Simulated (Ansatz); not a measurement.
Q: Name a neutral molecule of Al, F, O, Si, Zn and H with HOMO energy (PBE0/def2-TZVPP) between -8.60 and -8.30 eV and LUMO energy (PBE/def2-TZVPP) between -2.95 and -2.65 eV (Ansatz, PBE0-D4/def2-TZVP geometry).

A: `[F][Al]([F])[Zn][O][SiH3]` (-8.32 eV, -2.93 eV). Other molecules can fit too; these were computed, each in one conformer that needn't be the lowest.
